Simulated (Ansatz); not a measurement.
Two isomers of C2H6OSi2: A = `O[SiH2]C#C[SiH3]`, B = `O[SiH]1C=C1[SiH3]`.

Gas-phase electronic energies from Ansatz, PBE0-D4/def2-TZVP geometries. CCSD(T)/CBS adds triple-zeta CCSD(T) − MP2 to the extrapolated MP2 energy (def2 sets, frozen cores). DFT in def2-TZVPP. B3LYP here is the variant with VWN-RPA as its local correlation; programs differ in this. One conformer a species, not always the lowest.

Problem. Which is lower in electronic energy at CCSD(T)/CBS, and by how much? (Estimate.)

Solution. Ansatz gave: A, by 10.3 kcal/mol.

Problem. Give E(B) − E(A) in kcal/mol with B3LYP, B2PLYP, MP2/def2-TZVPP, CCSD/def2-TZVPP, r2SCAN-D4, B3LYP-D4, CCSD(T)/def2-TZVPP. (Estimate.)

Solution. Ansatz gave: B3LYP 11.5, B2PLYP 12.1, MP2/def2-TZVPP 11.4, CCSD/def2-TZVPP 11.4, r2SCAN-D4 6.4, B3LYP-D4 10.2, CCSD(T)/def2-TZVPP 10.9. None reverses the order clearly.

Largest T1 diagnostic: 0.012.

The D4 term adds −1.2 kcal/mol with B3LYP and −0.6 kcal/mol with PBE0; it sums over pairs of atoms, weighted by their polarisabilities, and B3LYP, whose exchange is more repulsive, gets the larger term. In def2-TZVPP, CCSD(T) changes the Hartree–Fock value by −5.0 kcal/mol (the triples alone add −0.5 kcal/mol) and MP2 by −4.6 kcal/mol.
